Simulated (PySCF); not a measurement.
C6H6O, SMILES C#C[C@H]1COC1=C.

Geometry optimised at ωB97X-D3(BJ)/def2-SVP. The structure was generated by enumeration; whether it is a known compound was not checked.

Two levels are set side by side: TDA-PBE/def2-SVPD (PySCF) and TDA-LC-ωPBE/def2-SVPD (PySCF). Vertical, same geometry. The lowest singlet is HOMO→LUMO+1 100 % with PBE and HOMO−1→LUMO+5 15 %, HOMO−1→LUMO+2 15 %, HOMO−2→LUMO+1 15 %, HOMO−1→LUMO+4 11 % with the other functional; states are paired by order. Differences are taken from unrounded values.

| quantity | TDA-LC-ωPBE |
|---|---|
| lowest singlet excitation (eV) | 6.54 |
| lowest triplet excitation (TDA) (eV) | 4.09 |

Q: What does TDA-PBE give, and how far is it from TDA-LC-ωPBE? (An estimate is asked for; the answer gives what the named calculation found.)

A: 
| quantity | TDA-PBE | TDA-PBE minus TDA-LC-ωPBE |
|---|---|---|
| lowest singlet excitation (eV) | 4.99 | -1.54 |
| lowest triplet excitation (TDA) (eV) | 4.17 | 0.08 |

Functionals without exact exchange tend to place singlet excitations lower, as here. Differences between two approximate levels are no errors against the true value.

Rough cost on one machine, each run with all the roots and properties that it gave: TDA-LC-ωPBE against TDA-PBE about 3 times.
